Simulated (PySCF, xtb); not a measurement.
CH₆ClNO₂Si, SMILES NC[Si](O)(O)Cl.

The structure is a stationary point at B3LYP-D3(BJ)/def2-SVP. The structure was generated by enumeration, and PubChem lists no compound with its InChIKey, so it may never have been made. One conformer was computed; it need not be the lowest.

These are IEF-PCM-ωB97X/def2-SVP run with PySCF values and carry that method's errors.

The values are the electrostatic part of the solvation free energy, E(continuum) − E(gas) at the gas-phase geometry, in a cavity of scaled van der Waals radii (PySCF's table); cavitation and dispersion terms are not included. In vacuum the orbital gap is 12.21 eV. The dipole moment in vacuum is 1.84 D.

| solvent | ε | ΔG(elec) (kcal/mol) | dipole (D) | gap (eV) |
|---|---|---|---|---|
| water | 78.36 | -10.1 | 2.26 | 12.67 |
| acetone | 20.49 | -9.5 | 2.23 | 12.65 |
| chlorobenzene | 5.70 | -7.6 | 2.15 | 12.56 |

For comparison, GFN2-xTB/ALPB(water) (xtb, at the GFN2-xTB geometry, all terms of that model) gives -12.0 kcal/mol.
